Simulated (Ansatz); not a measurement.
Basis-set extrapolation for C2H9AlOSi, SMILES `[CH3][AlH][O][SiH2]C` (PBE0-D4/def2-TZVP geometry, frozen core, Ansatz 0.2.0). Multiplicity 1, RHF reference.

```csv
,def2-TZVPP,def2-QZVPP
HF,-686.901189,-686.925877
MP2 correlation,-0.796401,-0.853313
CCSD(T) correlation,-0.881872,not run
```

Energies in hartree. Use E(X) = E(∞) + A·exp(−7.88·√X) for Hartree–Fock and E(X) = E(∞) + B·X^(−2.97) for correlation, with X = 3 and 4, and add CCSD(T) minus MP2 of the smaller set to the MP2 limit.

What is the CCSD(T) energy at the basis-set limit?

HF limit: -686.925877 + (-0.024688) × 0.13774 = -686.92928. MP2 limit: -0.853313 + (-0.056912) × 0.74074 = -0.89547. Higher-order term: -0.881872 − (-0.796401) = -0.08547. Total: -687.91022 hartree, 333.9 kJ/mol below CCSD(T)/def2-TZVPP.
